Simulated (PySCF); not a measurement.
State search for CsZn⁺

Unrestricted PBE0; basis Cs def2-SVPD with ECP46, Zn def2-SVPD; scalar-relativistic core potentials; PySCF 2.14. Outer shells of the fragments: Cs+ closed shells only; Zn 3d10 4s2.

Followed along the bond (rough minima from three points):

```tsv
2Ms+1	unpaired	⟨S²⟩ at the start	R at minimum (Å)	Te (eV)
1	none	0.00	3.88	0.00
3	σ ↑↑	2.00	none in the scan	≤ 3.41
```

Solutions found at the starting distance of 3.495 Å, counted from the lowest of them; the search is not exhaustive and high or unbound solutions are not listed, so other states can lie among these:

```
2Ms+1  unpaired   term  E (eV)  ⟨S²⟩  ⟨Lz²⟩  μ (D)
    1      none    ¹Σ⁺    0.00  0.00   0.00  -3.19
    3      σ ↑↑    ³Σ⁺    3.64  2.00   0.00  -2.81
    3  σ ↑, π ↑     ³Π    3.83  2.00   1.00  -3.34
    1  σ ↑, π ↓  mixed    4.55  1.00   1.00  -2.94
    3  σ ↑, δ ↑     ³Δ    7.48  2.00   4.00  10.54
```

A term symbol is given only where ⟨S²⟩ and ⟨Lz²⟩ are close to those of a pure state; real π, δ and φ orbitals otherwise mix terms. A positive dipole points towards Zn; it is taken about the centre of mass and depends on that origin.

Spin–orbit coupling is left out. Counting both spins, an empty level lies below a filled one in some of these solutions, because spin and occupation are held.
